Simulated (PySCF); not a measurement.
# Correlation energy of Ar (argon, neutral)

[Ar], closed-shell 1S. All numbers are calculated (PySCF 2.14, scalar relativity by spin-free X2C-1e, in ANO-RCC-VTZP (5s4p2d1f, 34 functions)). Frozen: 1s2; 16 electrons correlated.

```tsv
level	correlation energy (mhartree)
CCSD	-258.28
(T)	-7.73
CCSD(T)	-266.01
```

Diagnostics: T1 = 0.0014, D1 = 0.0032, largest double amplitude 0.048.

Cost of the coupled-cluster step: of the order of 0.5 core-seconds, for 16 correlated electrons.

Iterations:

```
CC2 = 0
CCSD nocc = 8, nmo = 33
frozen orbitals [0]
max_cycle = 100
direct = 0
conv_tol = 1e-08
conv_tol_normt = 1e-06
diis_space = 8
diis_start_cycle = 0
Init t2, MP2 energy = -528.866476099574  E_corr(MP2) -0.241824716670868
Init E_corr(CCSD) = -0.241824716672626
cycle = 1  E_corr(CCSD) = -0.254401667107499  dE = -0.0125769504  norm(t1,t2) = 0.0210866
cycle = 2  E_corr(CCSD) = -0.25748738227943  dE = -0.00308571517  norm(t1,t2) = 0.00564903
cycle = 3  E_corr(CCSD) = -0.258289702387409  dE = -0.000802320108  norm(t1,t2) = 0.00165696
cycle = 4  E_corr(CCSD) = -0.258285432374981  dE = 4.27001243e-06  norm(t1,t2) = 0.000173261
cycle = 5  E_corr(CCSD) = -0.258275546141469  dE = 9.88623351e-06  norm(t1,t2) = 2.52715e-05
cycle = 6  E_corr(CCSD) = -0.258275764745868  dE = -2.18604399e-07  norm(t1,t2) = 5.45735e-06
cycle = 7  E_corr(CCSD) = -0.258276089663677  dE = -3.24917809e-07  norm(t1,t2) = 1.10657e-06
cycle = 8  E_corr(CCSD) = -0.258276044546157  dE = 4.51175201e-08  norm(t1,t2) = 2.27646e-07
cycle = 9  E_corr(CCSD) = -0.258276045701537  dE = -1.15537935e-09  norm(t1,t2) = 2.79187e-08
CCSD converged
E(CCSD) = -528.8829274286051  E_corr = -0.2582760457015365
CCSD(T) correction = -0.00773371166612083
```
